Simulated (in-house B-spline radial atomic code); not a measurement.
The chromium ion Cr⁷⁺: [Ne] 3s2 3p5

Level of theory: non-relativistic BP86, spin-polarised, spherical fractional occupations, point nucleus; calculated with a radial B-spline atomic code at the basis-set limit.

Z_r = [3n² - l(l+1)]/(2<r>); Z_e = n√(-2ε); the last column is Slater's effective charge. Values are occupation-weighted means over spin.

```csv
shell,electrons,ε (eV),<r> (bohr),Z_r,Z_e,Slater
1s,2,-5983.6,0.06419,23.37,20.97,23.70
2s,2,-806.96,0.2953,20.31,15.40,19.85
2p,6,-708.2,0.2603,19.21,14.43,19.85
3s,2,-202.37,0.8362,16.14,11.57,13.10
3p,5,-173.59,0.8513,14.68,10.72,13.10
```

The least bound orbital is 3p down at -172.4 eV, and it is also the most diffuse (<r> = 0.8526 bohr).

The density falls to 0.001 bohr⁻³ at 2.106 bohr; Σ<r²> = 6.499 bohr² gives, by the non-relativistic formula and without the paramagnetism of open shells, a Langevin diamagnetic susceptibility of -5.147×10⁻⁶ cm³/mol.
